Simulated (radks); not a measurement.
The nuclear charge of the aluminium ion Al2+ is varied continuously with 11 electrons held in [Ne] 3s1. All-electron calculation, scalar-relativistic Kohn-Sham, PBE, spin-polarised, spherical densities, point nucleus; open shells are filled with parallel spins first. Program: a radial shooting solver on a logarithmic mesh with Libxc functionals. By the Hellmann-Feynman theorem dE/dZ = E(electron-nucleus)/Z, the electronic potential at the nucleus. The scalar-relativistic energy here is not variational (the density holds large components alone), so the two differ by a part that grows with Z.

| Z | E (hartree) | E(electron-nucleus)/Z (hartree) | HOMO | e(HOMO) (eV) | <r> HOMO (bohr) |
|---|---|---|---|---|---|
| 12.5 | -220.36953 | -41.7767 | 3s | -17.769 | 2.438 |
| 12.6 | -224.56868 | -42.1936 | 3s | -19.044 | 2.384 |
| 12.7 | -228.80954 | -42.6105 | 3s | -20.353 | 2.332 |
| 12.8 | -233.09211 | -43.0273 | 3s | -21.696 | 2.283 |
| 12.9 | -237.41638 | -43.4441 | 3s | -23.073 | 2.236 |
| 13 | -241.78235 | -43.8609 | 3s | -24.484 | 2.192 |
| 13.1 | -246.19001 | -44.2777 | 3s | -25.928 | 2.149 |
| 13.2 | -250.63938 | -44.6944 | 3s | -27.405 | 2.109 |
| 13.3 | -255.13044 | -45.1111 | 3s | -28.915 | 2.070 |
| 13.4 | -259.66319 | -45.5279 | 3s | -30.458 | 2.033 |
| 13.5 | -264.23764 | -45.9446 | 3s | -32.034 | 1.997 |
| 13.6 | -268.85379 | -46.3613 | 3s | -33.643 | 1.963 |
| 13.7 | -273.51163 | -46.7780 | 3s | -35.284 | 1.930 |
| 13.8 | -278.21117 | -47.1948 | 3s | -36.957 | 1.899 |
| 13.9 | -282.95241 | -47.6115 | 3s | -38.663 | 1.868 |
| 14 | -287.73536 | -48.0283 | 3s | -40.402 | 1.839 |

The central difference of E at Z = 13 is -43.868 hartree, to compare with the third column; the second derivative is -4.17 hartree.
